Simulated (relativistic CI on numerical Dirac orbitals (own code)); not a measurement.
# Sn⁹⁺: q coefficients and field-shift factors

Method of calculation: Dirac-Coulomb-Breit CI, separate exchange-only KLI orbitals for each configuration, derivatives by finite differences, unscaled Slater integrals, QED left out (own radial code, finite nucleus).

Configuration list (outside the closed core [Ar] 3d10): 4s²4p⁶4d⁵, 4s²4p⁵4d⁶, 4s²4p⁶4d⁴5s, 4s²4p⁴4d⁷, 4s²4p⁶4d⁴5p, 4s4p⁶4d⁶, 4s²4p⁶4d³5s², 4p⁶4d⁷. Levels of other configurations are missing.

With x = (α/α₀)² − 1 an excitation energy changes as ω = ω₀ + qx; K = 2q/ω₀ is the relative enhancement. Terms are leading LS components, so labels can repeat. The field-shift factor is F = δν/δ⟨r²⟩ for the transition from the lowest level.

Lowest level 4s²4p⁶4d⁵ ⁶S5/2.

```
           Level  ω₀ (cm⁻¹)  q (cm⁻¹)  F (GHz/fm²)
 4s²4p⁶4d⁵ ⁴P5/2    37855.6     -9678      -0.0483
 4s²4p⁶4d⁵ ⁴P3/2    41989.8     -3251       0.0014
 4s²4p⁶4d⁵ ⁴G7/2    42204.3     -1860       0.0765
 4s²4p⁶4d⁵ ⁴G5/2    42250.6    -843.5       0.0633
4s²4p⁶4d⁵ ⁴G11/2    43141.9     83.55        0.105
 4s²4p⁶4d⁵ ⁴G9/2    43692.1      1153        0.116
 4s²4p⁶4d⁵ ⁴P1/2    44374.1    -57.21       0.0362
 4s²4p⁶4d⁵ ⁴D7/2    50107.7      1804       0.0798
 4s²4p⁶4d⁵ ⁴D5/2    53028.4      2765       0.0975
 4s²4p⁶4d⁵ ⁴D1/2    53186.7      5769        0.118
 4s²4p⁶4d⁵ ⁴D3/2    54305.2      6634        0.131
 4s²4p⁶4d⁵ ²D5/2    62183.5      5203        0.136
4s²4p⁶4d⁵ ²I11/2    62278.0     -1012        0.182
```

At this charge energies of transitions that change n are usually good to better than 1 %, and those within a shell (Δn = 0) to a few per cent. Terms inside the open d or f shell come out 10 to 20 % too wide with unscaled integrals.

Which transition from the lowest level has the largest |K|?

4s²4p⁶4d⁵ ⁴P5/2 at 37855.6 cm⁻¹, K = -0.511.
